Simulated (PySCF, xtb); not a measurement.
ammonia borane (BH6N), SMILES [BH3-][NH3+].

Harmonic wavenumbers (cm⁻¹) from GFN2-xTB in xtb at its own minimum, in rising order: 239, 616, 616, 629, 963, 963, 1140, 1190, 1255, 1255, 1503, 1503, 2456, 2456, 2474, 3426, 3456, 3456.

### Question
What does PySCF with PBE-D3(BJ)/def2-TZVP give at its own minimum? (The exact figures need the calculation; the answer reports its results.)

### Answer
270, 634, 634, 674, 1039, 1039, 1141, 1141, 1146, 1288, 1618, 1618, 2389, 2453, 2453, 3369, 3469, 3469. Paired by order, the mean absolute difference is 48 cm⁻¹ and the zero-point energies are 42.3 and 42.7 kcal/mol.
